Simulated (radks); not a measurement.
Fe4+, 22 electrons, occupied as [Ne] 3s2 3p5 3d4 4p1 (not the ground configuration).

Method: Dirac Kohn-Sham, BP86, spin-unpolarised, spherical densities, point nucleus; open shells are shared between the two j in proportion to 2j + 1; computed with a radial shooting solver on a logarithmic mesh with Libxc functionals.

Energy parts (eV):
| part | energy |
|---|---|
| total | -34438.902 |
| kinetic | 34923.882 |
| electron-nucleus | -80874.144 |
| Hartree | 12970.413 |
| exchange-correlation | -1459.054 |

Orbitals (lengths in bohr, moments of r in powers of bohr; r(max) is where P^2 peaks):
orbital      occ.  eigenvalue (eV)      <r>       <r^4>   r(max)
1s1/2           2        -7077.160  0.05844  0.00005428  0.03826
2s1/2           2        -895.9426   0.2665     0.01230   0.2224
2p1/2           2        -783.1881   0.2332    0.009135   0.1780
2p3/2           4        -770.6818   0.2363    0.009539   0.1805
3s1/2           2        -163.4200   0.7851      0.7879   0.6914
3p1/2     1.66667        -129.8018   0.8088      0.9722   0.6941
3p3/2     3.33333        -128.0936   0.8165       1.008   0.7007
3d3/2         1.6         -73.6711   0.8740       1.768   0.6584
3d5/2         2.4         -73.4521   0.8765       1.786   0.6603
4s1/2           0         -47.7983    2.012       29.93    1.843
4p1/2    0.333333         -39.2737    2.214       44.72    2.025
4p3/2    0.666667         -39.0064    2.229       45.82    2.040
4d3/2           0         -26.5511    2.734       108.6    2.510
4d5/2           0         -26.5185    2.737       109.1    2.514

The highest occupied level is 4p3/2 at -39.006 eV. The configuration is held as typed, so some empty levels lie below it. Summed over all electrons, <r^2> = 15.19 bohr^2, which gives a Langevin (diamagnetic) susceptibility term of -12 x 10^-6 cm^3/mol. The density falls to 0.001 e/bohr^3 at r = 3.38 bohr.
